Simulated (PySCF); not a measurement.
# Bi: ionisation energy

Bi [Xe] 4f14 5d10 6s2 6p3 (4S) → Bi⁺ [Xe] 4f14 5d10 6s2 6p2 (3P), as a difference of total energies. All numbers are calculated (PySCF 2.14, a scalar-relativistic core potential, in def2-TZVPPD with the def2 core potential (60 electrons) (7s5p4d2f, 56 functions)). Correlated levels: valence and next inner shell: nothing frozen outside the core potential. The calculations carry no spin-orbit coupling.

```
                                method  ionisation energy (eV)
                                   UHF                   8.213
    MP2 (valence and next inner shell)                   8.715
SCS-MP2 (valence and next inner shell)                   8.540
   CCSD (valence and next inner shell)                   8.615
CCSD(T) (valence and next inner shell)                   8.644
```

Q: How much does correlation contribute at CCSD(T) (valence and next inner shell)?

A: 8.644 − (8.213) = 0.431 eV, measured against UHF.

Spin-orbit coupling is strong in these open shells (close to jj coupling). The scalar numbers leave it out and a first-order estimate fails, so it can dominate the gap to the real levels.

Errors of the correlated levels include the incompleteness of this basis.

For comparison: 7.286 eV (measured; NIST Atomic Spectra Database, ionization energies).
